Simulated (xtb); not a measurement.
C3H8Si, charge +1, doublet, at a GFN2-xTB geometry (a state made from the parent by changing its charge; the spin is typed, not shown lowest), atoms displaced at random by about 0.1 Å a coordinate. Base run: GFN2-xTB in xtb 6.7.1.

xtb was given this input:
```
$ xtb mol.xyz --gfn 2 --chrg 1 --uhf 1 --opt --json

# file mol.xyz
12

C      0.97945172     0.52045426     1.00103123
C      1.03696685    -0.79050748    -0.01624356
Si    -1.00017987    -0.16787154    -0.80256257
C     -0.25034358     1.02600140     0.52876082
H      1.89105727     1.30685469     0.50691454
H      1.23258379     0.27793506     1.98970297
H      1.54636468    -0.56275098    -0.72521389
H      1.03040644    -1.61131148     0.57164545
H     -1.86923661    -1.44755760    -0.40887467
H     -0.99799528    -0.03030289    -2.36124947
H     -0.18917654     1.94353881     0.10887990
H     -1.05953233     0.89671565     1.44757694
```

Variants of this job, named by their change:

```
change               ΔE vs base (kcal/mol)  optimiser steps
-------------------  ---------------------  ---------------
base                                 0.000               14
opt level = crude                    0.159                8
alpb = water                        -50.93               14
opt level = vtight                  -0.001               18
alpb = thf                          -46.29               14
opt level = lax                      0.001               13
opt level = tight                    0.000               15
opt level = loose                    0.044               10
opt level = extreme                 -0.001               22
engine = inertial                    0.014                -
```
